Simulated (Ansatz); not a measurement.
# Worked example: C2HBrF2 + GeH3 → C2HF2 + GeH3Br

Species: C2HBrF2 `F/C=C(\F)Br`, singlet; GeH3 `[GeH3]`, doublet; C2HF2 `F/[C]=C\F`, doublet; GeH3Br `[GeH3][Br]`, singlet. A radical takes Br: the energy is the difference in strength between the C–Br bond broken and the Ge–Br bond made.

Shapes, held fixed at every level: PBE0-D4/def2-TZVP. Programs: Ansatz 0.2.0. Electronic energies: no zero-point or thermal term.

At B2PLYP/def2-TZVPP; 1 Eh = 2625.50 kJ/mol:

```
species   energy (Eh)
C2HBrF2  -2850.168885
   GeH3  -2078.371956
  C2HF2   -276.308404
 GeH3Br  -4652.237621
```

Problem. Work out ΔE of the reaction at this level.

Solution. 
1. Products less reactants: (-276.308404) + (-4652.237621) − [(-2850.168885) + (-2078.371956)] = -0.005184 Eh = -13.6 kJ/mol.

Other levels give -64.6 (HF/def2-TZVPP) to -4.4 kJ/mol (PBE-D4/def2-TZVPP). No measured value is set beside it here. Spin contamination: C2HF2 (⟨S²⟩ up to 0.94). Open shells run unrestricted unless RO is named. Relativity is left out for Br, Ge unless named. Correlated rows may include outer-core shells of Br, Ge, which these sets cover unevenly.
